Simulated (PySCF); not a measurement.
**How methods differ on the excitation energy of Bi⁺**

Bi⁺ [Xe] 4f14 5d10 6s2 6p2 (3P) → Bi⁺ [Xe] 4f14 5d10 6s1 6p2 6d1 (high-spin determinant), as a difference of total energies. Calculation: PySCF 2.14, in x2c-TZVPPall with one added diffuse shell each of s, p, d, f type (12s8p7d4f, 99 functions); scalar relativity by spin-free X2C-1e. Correlated levels: valence: [Xe] 4f14 5d10 frozen. The calculations carry no spin-orbit coupling.

```csv
method,excitation energy (cm⁻¹)
UHF,132830
MP2 (valence),137960
SCS-MP2 (valence),140400
CCSD (valence),137440
CCSD(T) (valence),137110
```

Spin-orbit coupling is strong in these open shells (close to jj coupling). The scalar numbers leave it out and a first-order estimate fails, so it can dominate the gap to the real levels.

The upper state lies above the first ionisation limit.

The promoted electron is Rydberg-like, and one or two diffuse shells describe it only roughly, which tends to raise the upper state.

The coupled-cluster amplitudes are large for the upper state (T1 above 0.03 or a double amplitude above 0.15), so a single reference is strained.

The determinant of the upper state mixes LS terms, which raises its energy above the lowest term, most at the Hartree-Fock and MP2 levels.
